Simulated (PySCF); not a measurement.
Isomers of C3H5Cl. Isolated molecules, 0 K electronic values unless said otherwise. Strings in code marks are SMILES.

All values below come from PySCF 2.14.0 with ωB97X-D3(BJ)/def2-TZVP // PBE0-D3(BJ)/def2-TZVP. Excitations are Tamm–Dancoff values on a coarser integration grid. The basis has no diffuse functions, so Rydberg states are missing or too high.

```csv
species,dipole moment (D),HOMO–LUMO gap (eV),brightest of the four lowest singlets (TDA) (eV)
`C=C(C)Cl`,1.62,11.85,7.39
`ClC1CC1`,1.92,13.39,–
`Cl/C=C/C`,1.94,11.73,7.29
`C/C=C\Cl`,1.66,11.84,7.43
```
